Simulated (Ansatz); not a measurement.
The same ligand exchange along the group B, Al, Ga, In.

Gas-phase electronic energies from Ansatz, PBE0-D4/def2-TZVP geometries. CCSD(T)/CBS is the MP2 limit (def2-TZVPP, def2-QZVPP) plus CCSD(T) − MP2 in def2-TZVPP, frozen cores. This one scheme is used for every species. Functionals use def2-TZVPP. def2 core potentials past Kr. For Ga, Ge, In outer-core shells are correlated without core-valence functions, which leaves a few kJ/mol of doubt a bond. Scalar relativity is left out up to krypton.

```tsv
reaction	r2SCAN-D4 (kJ/mol)	CCSD(T)/def2-SVP (kJ/mol)	HF/CBS(def2) (kJ/mol)	B97M-V (kJ/mol)
`[BH2][GeH2][F]` + H₂S → `BS` + `[F][GeH3]`	-116	-126	-106	-118
`[F][GeH2][AlH2]` + H₂S → `[AlH2][SH]` + `[F][GeH3]`	-103	-107	-108	-108
`[F][GeH2][GaH2]` + H₂S → `[SH][GaH2]` + `[F][GeH3]`	-75	-81	-80	-80
`[F][GeH2][InH2]` + H₂S → `[SH][InH2]` + `[F][GeH3]`	-57	-58	-64	-65
```

Question: Give the CCSD(T)/CBS values in the same order. (Best estimate.)

Answer: The calculation gave: -108, -101, -73, -56 kJ/mol.

Largest T1 diagnostic: 0.015, for `BS`.
